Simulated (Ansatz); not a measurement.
Program: Ansatz. Geometries: PBE0-D4/def2-TZVP. ΔE: electronic, gas phase. CBS: MP2 limit from def2 TZ/QZ plus the TZ coupled-cluster correction, frozen cores. Functionals use def2-TZVPP. For Br outer-core shells are correlated without core-valence functions, which leaves a few kJ/mol of doubt a bond. Scalar relativity is left out up to krypton. Each species was taken in one conformer, which may not be the lowest.

`O=C[SiH]([SiH3])Cl` + `FC(Cl)Br` → `FC([SiH3])(Cl)Br` + `O=C[SiH2]Cl`  (formal exchange of groups at the Si–Si bond)

`O=C[SiH]([SiH3])Cl`:

Z-matrix (Å, degrees):
```
Si
C 1 1.927
Cl 1 2.064 2 108.1
Si 1 2.340 2 109.9 3 120.2
H 1 1.485 2 107.2 3 -116.7
O 2 1.204 1 119.7 3 179.7
H 2 1.115 1 119.8 3 -0.8
H 4 1.485 1 108.7 2 -58.3
H 4 1.486 1 109.2 2 -177.8
H 4 1.485 1 109.4 2 61.8
```

`FC(Cl)Br`:

Cartesian coordinates in Å:
```
F 0.235 0.744 1.161
C -0.102 0.000 0.099
Cl -0.589 1.041 -1.224
Br 1.389 -1.131 -0.389
H -0.932 -0.654 0.353
```

`FC([SiH3])(Cl)Br`:

Z-matrix (Å, degrees):
```
C
Si 1 1.916
Cl 1 1.769 2 110.2
F 1 1.351 2 112.1 3 -120.6
Br 1 1.955 2 108.6 3 120.5
H 2 1.482 1 107.3 3 59.9
H 2 1.481 1 107.6 3 179.7
H 2 1.478 1 107.1 3 -60.0
```

`O=C[SiH2]Cl`:

Z-matrix (Å, degrees):
```
Si
C 1 1.924
Cl 1 2.052 2 109.2
H 1 1.480 2 108.8 3 -119.4
H 1 1.480 2 108.8 3 119.3
O 2 1.204 1 118.9 3 179.6
H 2 1.115 1 120.6 3 -0.4
```

| level | ΔE (kJ/mol) |
| --- | --- |
| ωB97X-V | 21.1 |
| ωB97M-V | 14.9 |
| r2SCAN | 23.9 |
| PBE0 | 31.8 |
| HF/def2-TZVPP | 21.3 |
| MP2/def2-TZVPP | 12.4 |
| CCSD/def2-TZVPP | 19.8 |
| SCS-MP2/def2-QZVPP | 10.9 |

(1) What does CCSD(T)/CBS give? (Best estimate.)

Largest T1 diagnostic among the species: 0.014.

## Answers

(1) The calculation gave: +16.4 kJ/mol. The listed levels differ from it by 4.7, -1.5, 7.5, 15.4, 4.9, -4.0, 3.4, -5.5 kJ/mol.
